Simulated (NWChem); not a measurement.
## Ionisation of trichloroethylene (C2HCl3)

```xyz
6

Cl    -2.1917    -0.6168     0.0000
C     -0.9604     0.5683     0.0000
C      0.3477     0.2788     0.0000
Cl     0.9658    -1.3170     0.0000
Cl     1.5185     1.5404     0.0000
H     -1.2968     1.6060     0.0000
```
Charge 0, spin multiplicity 1.

Everything below was run with NWChem. Structure: optimised with PBE0/def2-SVP, a minimum by its harmonic frequencies.

Basis set: def2-TZVP. The species with one electron less has spin multiplicity 2 and keeps the geometry of the parent. Δ marks differences of total energies (open shells unrestricted). −ε marks an orbital energy of the parent. That orbital need not have the symmetry of the hole or added electron in the Δ rows.

B3LYP has NWChem's definition, with VWN1-RPA local correlation. No SCF solution was tested for a lower state.

Order these methods by the first vertical ionisation energy they give, lowest first: −ε(HOMO) of PBE0, −ε(HOMO) of B3LYP, −ε(HOMO) of PBE, −ε(HOMO) of HF, ΔB3LYP, G0W0@B3LYP.

−ε(HOMO) of PBE (6.14 eV), −ε(HOMO) of B3LYP (7.09 eV), −ε(HOMO) of PBE0 (7.32 eV), G0W0@B3LYP (9.22 eV), ΔB3LYP (9.31 eV), −ε(HOMO) of HF (9.89 eV)
